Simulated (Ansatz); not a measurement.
Species: sum formula SiN2H5, charge -1, multiplicity 1. It need not be the lowest isomer of its formula. Whether it binds its extra electron was not tested at this geometry. 
Coordinates optimised at B3LYP-D3(BJ)/def2-TZVP (Ansatz, an electronic-structure program):
```
Si
N 1 1.8380
H 2 1.0136 1 112.40
H 2 1.0185 3 107.39 1 -129.22
N 1 1.8380 2 107.04 3 -83.22
H 5 1.0136 1 112.40 2 83.22
H 5 1.0185 6 107.39 1 129.22
H 1 1.5458 2 93.94 3 -178.56
```
Charge -1, spin multiplicity 1.

Basis-set convergence of Hartree-Fock and CCSD(T) correlation energies (hartree) with Ansatz. Cores are frozen in the correlated levels unless marked. No spin-orbit coupling. Non-relativistic. This anion needs diffuse functions, which these sets lack.

```tsv
basis	functions	E(HF)	E(corr, CCSD(T))
cc-pV(D+d)Z	76	-400.73781	-0.50796
cc-pV(T+d)Z	169	-400.79855	-0.63020
cc-pV(Q+d)Z	324	-400.81580	-0.66857
cc-pV(5+d)Z	557	(withheld)	(withheld)
```

Problem. Complete the blanks.

Solution. 
- cc-pV(5+d)Z, E(HF): -400.82019
- cc-pV(5+d)Z, E(corr, CCSD(T)): -0.68145
